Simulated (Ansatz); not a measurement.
Program: Ansatz. Geometries: PBE0-D4/def2-TZVP. ΔE: electronic, gas phase. CCSD(T)/CBS adds triple-zeta CCSD(T) − MP2 to the extrapolated MP2 energy (def2 sets, frozen cores). This one scheme is used for every species, atoms too. DFT in def2-TZVPP. No spin–orbit coupling; open shells (•) take unrestricted orbitals. Spin–orbit coupling would lower the free atoms: a little for C; strongly for In. Elements past krypton have def2 core potentials. Bonds to In are less sure, by a few kJ/mol each and by 10 to 20 or more in all where they break to atoms, as the def2 sets lack core-valence functions. Each species was taken in one conformer, which may not be the lowest.

`C[CH2][In]([NH2])[CH](C)C` → 5 C• + 14 H• + In• + N•  (atomization)

What is ΔE at CCSD(T)/CBS? (Best estimate.)

Ansatz gave: +79.94 eV.

What do these levels give: r2SCAN-D4, CAM-B3LYP-D4, PBE, r2SCANh, CAM-B3LYP, LC-ωPBE? (An estimate is asked.)

Ansatz gave: r2SCAN-D4 79.73, CAM-B3LYP-D4 80.08, PBE 80.55, r2SCANh 79.28, CAM-B3LYP 79.68, LC-ωPBE 79.65 eV.

Largest T1 diagnostic among the species: 0.015.

Leaving LDA and LC-ωPBE aside and taking each functional with its dispersion term where it has one, the values, not all of them listed here, spread over 3.11 eV, from BHLYP-D4 to PBE-D4. LDA lies +9.88 eV from PBE without D4, its usual overbinding. From r2SCAN to r2SCAN0 (25 % exact exchange), in def2-TZVPP and without D4, ΔE moves by −0.80 eV: exact exchange takes away binding that semilocal exchange gives to molecules.

For atomizations the MP2-based limit and the directly extrapolated one differ by several kJ/mol either way, and by 10 to 25 for some Ge, Se and Sn compounds, so smaller differences from it don't rank the levels.
